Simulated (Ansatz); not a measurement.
```yaml
crystal:
  periodic: [false, false, false]
  atoms:
    - {symbol: F, position_ang: [5.580679, -1.690981, 1.213816]}
    - {symbol: B, position_ang: [2.734938, -0.649632, 1.380772]}
    - {symbol: Si, position_ang: [0.442279, 3.072501, 0.404287]}
    - {symbol: Sn, position_ang: [-1.454389, -2.683357, -0.895854]}
    - {symbol: H, position_ang: [1.380587, 6.136992, -0.856134]}
    - {symbol: H, position_ang: [-2.189139, 3.313075, 2.598142]}
    - {symbol: H, position_ang: [-1.062280, -4.813503, -4.202541]}
    - {symbol: H, position_ang: [-5.219689, -2.817001, 0.228612]}
basis:
  gaussian: {orbitals: def2-SVPD}
hamiltonian: {xc: {name: B2GP-PLYP}, pseudopotentials: {relativity: none}}
```

```sh
$ ansatz run in.yaml --threads 2 --pin off --events-out ev --progress --plain --max-ram 4352MiB
```

Output, abridged:

```
Functional definition: B2GP-PLYP
1392 factors; integrals over basis functions are off by at most 4.7e-4 eV
mean field evaluation 1: about -17088.2477 eV, gradient 5.5e1 eV
mean field evaluation 2: about -17088.2520 eV, gradient 5.5e1 eV
mean field evaluation 4: about -16977.7313 eV, gradient 1.3e2 eV
mean field evaluation 8: about -17105.3535 eV, gradient 3.2e1 eV
mean field evaluation 16: about -17109.7520 eV, gradient 6.4e-4 eV
mean field -17109.75204875 eV, -628.7717903849 hartree, gradient 6.3e-6 eV, S^2 0.000000; 6 other end points of the search recorded, 0 dependent functions left out; unrestricted orbitals would lower it
11 core orbitals not correlated: weight in the atoms' cores, before any rotation towards them, 1.000 or more for the frozen orbitals, at most 0.000 for the correlated occupied ones
reference -17109.75230542 eV, -628.7717998174 hartree; 16, 16 occupied and 104, 104 virtual orbitals, 1392 factors
second order -22.58343385 eV of doubles, -0.00000000 eV of singles
Total energy: -17117.88234160 eV, -629.0705731366 hartree
```

Problem. What is wrong with this run?

Solution. The geometry is stretched to more than twice its size. The calculation finished and met its thresholds. The result belongs to that input, not to the molecule as meant.
